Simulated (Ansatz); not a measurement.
Ge3F6. Charge 0, multiplicity 1. Geometry PBE-D4/def2-SVP, basis def2-TZVP, Ansatz.

Cartesian coordinates in Å:
```
Ge 2.037 0.518 0.617
Ge -0.037 -1.785 -1.046
Ge -1.618 1.204 0.726
F 1.201 -1.258 0.481
F -1.214 -0.252 -0.563
F -0.924 -2.866 0.041
F 0.309 1.183 1.308
F -1.328 2.468 -0.474
F 1.574 0.787 -1.090
```

```json
{"run": "A", "HOMO (eV)": "-7.55", "LUMO (eV)": "-2.19"}
{"run": "B", "HOMO (eV)": "-11.08", "LUMO (eV)": "1.71"}
{"run": "C", "HOMO (eV)": "-7.21", "LUMO (eV)": "-2.34"}
{"run": "D", "HOMO (eV)": "-8.41", "LUMO (eV)": "-1.54"}
```

The structure comes from a short search, and lower isomers may exist.

**Question.** The runs used HF, PBE, PBE0, r2SCAN. Estimate which is which.

**Answer.** A r2SCAN (0 % exact exchange); B HF (100 % exact exchange); C PBE (0 % exact exchange); D PBE0 (25 % exact exchange). Exact exchange lowers occupied and raises empty levels; among semilocal functionals meta-GGAs tend to open the gap a little, and such runs are hard to tell apart. The gap grows from 4.87 eV (PBE) to 12.79 eV (HF).
